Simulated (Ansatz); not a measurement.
A series at B: from `OB(O)O`, ligands are replaced one by one, each step taking up HCl and setting free H₂O; n counts the steps. Ansatz, PBE0-D4/def2-TZVP geometries. Each molecule was computed in one conformer, which needn't be the lowest.

CBS adds triple-zeta CCSD(T) − MP2 to the MP2 limit, frozen cores; atoms without spin–orbit coupling. 

```
n     molecule  atomization energy, CCSD(T)/CBS (kJ/mol)
0     `OB(O)O`                                         ?
1    `OB(O)Cl`                                    2506.5
2   `OB(Cl)Cl`                                    1931.5
3  `ClB(Cl)Cl`                                    1349.6
```

By hand: fit a straight line y = ȳ + b (n − n̄) to the 3 given rows and predict n = 0.

n̄ = 2.000, ȳ = 1929.20; Σ(n − n̄)(y − ȳ) = -1156.90, Σ(n − n̄)² = 2.000, so b = -578.45 kJ/mol a step. Prediction: 1929.20 + (-578.45) × (-2.000) = 3086.1 kJ/mol.

By hand: compare with the computed value, 3074.3 kJ/mol, and give the steps along the whole series.

The line misses by -11.8 kJ/mol (computed minus predicted). Steps: -567.8, -575.0, -581.9 kJ/mol.

The steps differ by up to 14.1 kJ/mol, small against a whole step but well beyond the method's doubt, so the ligands' effects don't simply add. The miss is 0.7 % of the series' range. The energies themselves are unsure by some kJ/mol a bond, though much of that is common to the series.
